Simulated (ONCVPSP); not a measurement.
**Building the ONCV potential for H (Z = 1) (LDA (Perdew-Wang 92), scalar-relativistic).**

* Element: H
* Generator: ONCVPSP 4.0.1
* Type: optimised norm-conserving Vanderbilt (ONCV)
* Functional: LDA (Perdew-Wang 92)
* Relativity: scalar-relativistic
* Frozen core: none
* Valence charge: 1
* Reference configuration: 1s1
* Partial waves: 1s: rc 0.80 bohr, ncon 4, nbas 7, qcut 8.8 1/bohr, 2 projectors, debl 3.1 Ha; p scattering state at 0.22 Ha: rc 0.80 bohr, ncon 4, nbas 7, qcut 11.7 1/bohr, 2 projectors, debl 1 Ha
* Local potential: polynomial inside 0.65 bohr (lpopt 5, dvloc0 0 Ha)
* Core correction: none

Question: Does the generator finish with these settings?

Answer: Yes, a potential is produced and its reference levels are reproduced.

Question: Estimate the cutoffs (Ha) at which the residual kinetic energy of the hardest occupied pseudo-wave falls to 1 and 0.1 mHa per electron.

Answer: 23 Ha and 37 Ha.

Question: Does the potential have ghost states?

Answer: No bound ghost flagged; no localised positive-energy state flagged.
